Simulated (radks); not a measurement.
Results of a calculation; reference values are marked as such.
Question: Code: a radial shooting solver on a logarithmic mesh with Libxc functionals. Model: scalar-relativistic Kohn-Sham, LB94 model potential, spin-unpolarised, spherical densities, finite nucleus; Fermi nuclear charge, rms radius of each element as measured or else 0.836 A^(1/3) + 0.57 fm. Response by self-consistent Sternheimer equations with the Hartree and adiabatic LDA kernel, the relativistic mass of each level held fixed and spin-orbit coupling left out. For heavy and open-shell atoms this level of theory can miss by tens of per cent. Rank Cr5+, Fe7+, Co8+, Mn6+, K, Ca+, Ti3+, Sc2+, V4+ (NIST ground configurations) by static dipole polarisability, largest first.

Answer: K 147.6, Ca+ 49.93, Sc2+ 4.276, Ti3+ 2.263, V4+ 1.451, Cr5+ 1.016, Mn6+ 0.7490, Fe7+ 0.5720, Co8+ 0.4483 bohr^3.
